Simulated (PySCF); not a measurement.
# Stationary points of HfCl₄

All numbers come from PySCF, B3LYP, basis Hf def2-SVP with ECP60, Cl def2-SVP (scalar-relativistic core potentials, no spin–orbit coupling, density fitting).

Relaxations began from a few typed shapes. The search is not exhaustive: other isomers or separated fragments can lie lower, and high-lying points may rest on an excited occupation.

```tsv
spin	group	bonds	angles	imaginary modes (cm⁻¹)	ΔE (kJ/mol)	ΔE with ZPE (kJ/mol)
singlet	Td	Hf–Cl 2.342 Å (×4)	Cl–Hf–Cl 109.5° (×6)	none	0.0	0.0
singlet	D4h	Hf–Cl 2.389 Å (×4)	Cl–Hf–Cl 90.0° (×4), Cl–Hf–Cl 180.0° (×2)	118i, 32i	225.5	–
```

The lowest minimum found is the singlet Td: Hf–Cl 2.342 Å (×4); Cl–Hf–Cl 109.5° (×6).

Formally Hf is in oxidation state +4, d0. The polar-tensor charge on Hf, 2.16, is far below the formal one.

For the lowest minimum: stability towards spin polarisation was not tested. Spin–orbit coupling, left out here, can matter for elements this heavy.
